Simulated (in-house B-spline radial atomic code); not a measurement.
Results of a calculation; reference values are marked as such.
**Co ion on Sb atom: potential, deflection and energy transfer**

The pair potential comes from two frozen, spherical free-atom densities (PBE, B-spline radial code, scalar-relativistic past argon): electrostatics plus the change in Thomas-Fermi kinetic and Dirac exchange energy where they overlap, the recipe behind the universal ZBL potential, which averages such potentials (from solid-state densities) over many pairs. It is written V = (Z1 Z2 e²/r) φ(r/a), with e² = 14.3996 eV·Å and a = 0.46850 Å/(Z1^0.23 + Z2^0.23); ZBL's fit is φ = 0.18175 e^(−3.1998x) + 0.50986 e^(−0.94229x) + 0.28022 e^(−0.4029x) + 0.02817 e^(−0.20162x). Where φ falls below 4e-4 it is continued as an exponential.

Masses 58.93 and 121.76 u.

```csv
x = r/a,"φ, this pair","φ, ZBL"
0.1,0.8882,0.8928
0.25,0.7647,0.7647
0.5,0.6145,0.6096
1,0.4226,0.4164
1.5,0.3047,0.2995
2,0.2272,0.2218
3,0.1348,0.1292
4,0.08509,0.08026
5,0.05513,0.05224
6.5,0.03031,0.02914
8,0.01789,0.01705
10,0.009201,0.008778
12,0.004929,0.00474
14.5,0.002445,0.002328
17,0.001281,0.001212
20,0.0005984,0.0005882
```

Problem. At x = 3 the electrostatic, kinetic and exchange parts are 3218.24, 5853.52 and -312.59 eV. Find r, V and φ.

Solution. a = 0.46850/(2.1341 + 2.4703) = 0.10175 Å, so r = 0.30526 Å. V = 3218.24 + 5853.52 + (-312.59) = 8759.17 eV. The bare repulsion is 27 × 51 × 14.3996/0.30526 = 64956 eV, so φ = 0.1348, +4.3 % against ZBL's 0.1292. The kinetic (Pauli) term is 67 % of V here.

Problem. The ion comes in at 28.92 keV with impact parameter 0.0509 Å. The scattering integral gives a centre-of-mass angle of 140.2° and a closest approach of 2.176 a. What are the reduced energy, the energy passed on and the laboratory angles?

Solution. ε = E a M2/(Z1 Z2 e² (M1 + M2)) = 28920 × 3.4580e-06 = 0.1. The most that one collision can pass on is γE with γ = 4 M1 M2/(M1 + M2)² = 0.8791. Here T = γE sin²(θ/2) = 0.8791 × 28920 × 0.8841 = 22470 eV. The ion turns by arctan(sin θ/(cos θ + M1/M2)) = 113.9° (second quadrant: it bounces back), and the struck atom leaves at (180° − θ)/2 = 19.9°. The closest approach is 0.221 Å. With ZBL the angle would be 139.86° and T = 22430 eV.
